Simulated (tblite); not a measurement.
Write a Z-matrix for InChI=1S/C9H11P/c1-3-10-9-7-5-4-6-8(9)2/h3-7H,1-2H3 as optimised with GFN2-xTB.

Z-matrix in Å and degrees, rows numbered from 1:
```
C 
C   1  1.4893
P   2  1.6751  1  122.94
C   3  1.8345  2  100.01  1  -179.76
C   4  1.3907  3  120.07  2    52.49
C   5  1.3823  4  120.67  3   178.96
C   6  1.3839  5  119.68  4    -0.59
C   7  1.3844  6  119.90  5    -0.28
C   8  1.3871  7  121.09  6     0.15
C   9  1.4979  4  120.26  3     2.48
H   1  1.0916  2  110.38  3   121.54
H   1  1.0878  2  111.28  3     0.81
H   1  1.0914  2  110.41  3  -120.08
H   2  1.0839  1  115.84  3   178.39
H   5  1.0817  4  119.36  3    -0.60
H   6  1.0804  5  120.04  4   179.86
H   7  1.0803  6  120.08  5  -179.87
H   8  1.0812  7  119.67  6  -179.76
H  10  1.0874  9  111.01  4  -169.24
H  10  1.0908  9  110.16  4    70.49
H  10  1.0898  9  110.39  4   -48.25
```

The 6-membered ring C4–C5–C6–C7–C8–C9 has internal angles of 118.8° to 121.1° (sum 720°, against 720° for a flat polygon); it is planar, 0.01 Å rms from its mean plane, widest ring torsion 2°. The 2 C–P bonds span 1.675 Å (C2=P3, drawn double) to 1.835 Å (P3–C4, drawn single), a spread of 0.160 Å. The C–C distances run from 1.382 Å (C5–C6, aromatic) to 1.498 Å (C9–C10, drawn single), a spread of 0.116 Å. Of the pairs four or more bonds apart, P3···H21 is among the closest relative to their van der Waals radii: 2.79 Å, 93 % of the sum of Bondi's values.

The geometry is computed with GFN2-xTB (gas phase).

Point group: C1 (no symmetry element, even within 0.4 Å). Its GFN2-xTB frequencies are all real (lowest 48 cm⁻¹). The numbers are those of one conformer (C2–P3–C4–C5 52°).
